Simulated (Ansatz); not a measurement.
Consider the cleavage of the Ge–Ge bond: `[OH][GeH2][GeH2][OH]` + `N[SiH](O)F` → `[OH][GeH2][NH][SiH](O)F` + `[OH][GeH3]`.

Computed with Ansatz on PBE0-D4/def2-TZVP structures; ΔE is electronic, products minus reactants. CBS: MP2 limit from def2 TZ/QZ plus the TZ coupled-cluster correction, frozen cores. This one scheme is used for every species. DFT in def2-TZVPP. For Ge outer-core shells are correlated without core-valence functions, which leaves a few kJ/mol of doubt a bond. Scalar relativity is left out up to krypton. One conformer a species, not always the lowest.

(1) Is it downhill or uphill in electronic energy at CCSD(T)/CBS, and by how much? (Best estimate.)

(2) What do these levels give: PBE-D4, ωB97X-V, B2PLYP, HF/def2-TZVPP, SCS-MP2/def2-TZVPP, HF/def2-QZVPP? (An estimate is asked.)

Largest T1 diagnostic among the species: 0.012.

Answers

(1) Ansatz gave: Downhill: ΔE = -18.3 kJ/mol.

(2) Ansatz gave: PBE-D4 -2.6, ωB97X-V -18.9, B2PLYP -14.1, HF/def2-TZVPP -21.9, SCS-MP2/def2-TZVPP -25.0, HF/def2-QZVPP -21.8 kJ/mol.

From PBE to PBE0 (25 % exact exchange), in def2-TZVPP and without D4, ΔE moves by −6.2 kJ/mol. The D4 term adds −7.1 kJ/mol with B3LYP and −3.8 kJ/mol with PBE0; it sums over pairs of atoms, weighted by their polarisabilities, and B3LYP, whose exchange is more repulsive, gets the larger term.

B3LYP here is the variant with VWN-RPA as its local correlation; programs differ in this.
